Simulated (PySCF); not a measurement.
**Polarisability and C₆ of B (boron, neutral)**

[He] 2s2 2p1, 2P determinant. All numbers are calculated (PySCF 2.14, scalar relativity by spin-free X2C-1e, in aug-cc-pVDZ-DK (4s3p2d, 23 functions)). Coupled (time-dependent) response in atomic units; α is the mean over directions. A double-zeta set is small for polarisabilities.

| method | mean α (bohr³) | α xx, yy, zz | C₆ (like pair) | S(−4) |
| --- | --- | --- | --- | --- |
| UHF | 21.75 | 20.06, 25.13, 20.06 | 104.8 | 377.6 |
| PBE | 22.51 | 19.75, 28.03, 19.75 | 110.6 | 342.6 |
| PBE0 | 21.81 | 19.51, 26.40, 19.51 | 106.6 | 304.3 |
| TPSSh | 21.82 | 19.60, 26.25, 19.60 | 108.3 | 300.4 |
| B3LYP | 21.62 | 19.45, 25.96, 19.45 | 104.4 | 303.0 |

S(−4) is the Cauchy moment in α(ω) = α(0) + S(−4) ω² + …

Reference α: 20.5 ± 0.1 bohr³ (recommended; Schwerdtfeger and Nagle, table of static dipole polarizabilities (2023 update)). Published C₆: 99.50 (Chu and Dalgarno (2004); Tang, Norbeck and Certain (1976)).

α(iu) at B3LYP:

| u (hartree) | α(iu) (bohr³) |
| --- | --- |
| 0 | 21.62 |
| 0.0500 | 20.90 |
| 0.100 | 19.09 |
| 0.200 | 14.57 |
| 0.300 | 10.71 |
| 0.500 | 6.003 |
| 0.750 | 3.329 |
| 1.00 | 2.083 |
| 1.50 | 1.023 |
| 2.00 | 0.6032 |
| 3.00 | 0.2813 |
| 5.00 | 0.1067 |

The components differ because the open shell of this determinant is not spherical; for a pure term their mean is the scalar polarisability.
